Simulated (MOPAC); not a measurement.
MOPAC input (MNDO):

```
MNDO 1SCF UHF MS=0.5 GEO-OK AUX(PRECISION=9) THREADS=1
C2H2Cl

C     1.70161440 1   -0.25838259 1    0.02280429 1
C     0.66537847 1    0.51635584 1    0.01308827 1
Cl   -0.99344440 1   -0.10901309 1   -0.01506937 1
H     1.99597846 1   -1.29178882 1    0.02006940 1
H     0.69061921 1    1.59717185 1    0.02075454 1
```

From the last part of the output:

```
                                                       MOPAC v23.2.5 Linux

          FINAL HEAT OF FORMATION =         52.00015 KCAL/MOL =     217.56861 KJ/MOL

          COSMO AREA              =         90.81 SQUARE ANGSTROMS
          COSMO VOLUME            =         73.95 CUBIC ANGSTROMS

          IONIZATION POTENTIAL    =         10.629073 EV
          ALPHA SOMO LUMO (EV)    =        -10.797  0.709
          BETA  SOMO LUMO (EV)    =        -10.629 -0.573
          NO. OF ALPHA ELECTRONS  =          9
          NO. OF BETA  ELECTRONS  =          8
          MOLECULAR WEIGHT        =         61.4908         POINT GROUP:  Cs

          MOLECULAR DIMENSIONS (Angstroms)

            Atom       Atom       Distance
            H     4   Cl     3     3.21510
            H     5   Cl     3     2.20624
            H     4    C     1     0.00000

          SCF CALCULATIONS        =          1

   ATOM   CHEMICAL          X               Y               Z
  NUMBER   SYMBOL      (ANGSTROMS)     (ANGSTROMS)     (ANGSTROMS)

     1       C          1.70161440  *  -0.25838259  *   0.02280429  *
     2       C          0.66537847  *   0.51635584  *   0.01308827  *
     3      Cl         -0.99344440  *  -0.10901309  *  -0.01506937  *
     4       H          1.99597846  *  -1.29178882  *   0.02006940  *
     5       H          0.69061921  *   1.59717185  *   0.02075454  *

                             CARTESIAN COORDINATES

   1    C        1.701614400    -0.258382590     0.022804290
   2    C        0.665378470     0.516355840     0.013088270
   3   Cl       -0.993444400    -0.109013090    -0.015069370
   4    H        1.995978460    -1.291788820     0.020069400
   5    H        0.690619210     1.597171850     0.020754540

           Empirical Formula: C2 H2 Cl  =     5 atoms

      MOLECULAR POINT GROUP   :   Cs

          ALPHA EIGENVALUES
 -35.87503 -25.61420 -22.23512 -16.47203 -15.89194 -13.61202 -12.57857 -11.01985
 -10.79713   0.70946   1.28930   3.53210   4.63861   5.65745

           BETA EIGENVALUES
 -35.23566 -25.15709 -21.56186 -16.08192 -15.54443 -13.71733 -12.47150 -10.62907
  -0.57318   1.23008   1.98490   3.78302   4.88730   6.08684

              NET ATOMIC CHARGES AND DIPOLE CONTRIBUTIONS

  ATOM NO.   TYPE          CHARGE      No. of ELECS.   s-Pop       p-Pop
    1          C          -0.090373        4.0904     1.31450     2.77588
    2          C          -0.002167        4.0022     1.21713     2.78504
    3         Cl          -0.137361        7.1374     1.98380     5.15356
    4          H           0.132685        0.8673     0.86731
    5          H           0.097215        0.9028     0.90279
 DIPOLE           X         Y         Z       TOTAL
 POINT-CHG.     1.504     0.101     0.022     1.508
 HYBRID        -0.164    -0.124    -0.003     0.205
 SUM            1.341    -0.022     0.019     1.341

          ATOMIC ORBITAL ELECTRON POPULATIONS

     Atom    s        px        py        pz
    1  C   1.31450   0.90134   0.91492   0.95962
    2  C   1.21713   0.78676   0.93541   1.06287
    3 Cl   1.98380   1.27506   1.90128   1.97722
    4  H   0.86731
    5  H   0.90279

                    (SZ)    =    0.500000
                    (S**2)  =    0.932176

          ATOMIC ORBITAL SPIN POPULATIONS

    Atom   Total    s     px     py     pz
         Atomic
    1  C  1.4041  0.128  0.552  0.317  0.408
    2  C -0.5397 -0.025 -0.078 -0.042 -0.394
    3 Cl  0.1302  0.000  0.138  0.006 -0.014
    4  H -0.0337 -0.034
    5  H  0.0391  0.039

 **********************
 *                    *
 * JOB ENDED NORMALLY *
 *                    *
 **********************

 == MOPAC DONE ==
```

The determinant is spin-contaminated: <S^2> is 0.93 against 0.75 for a pure state.
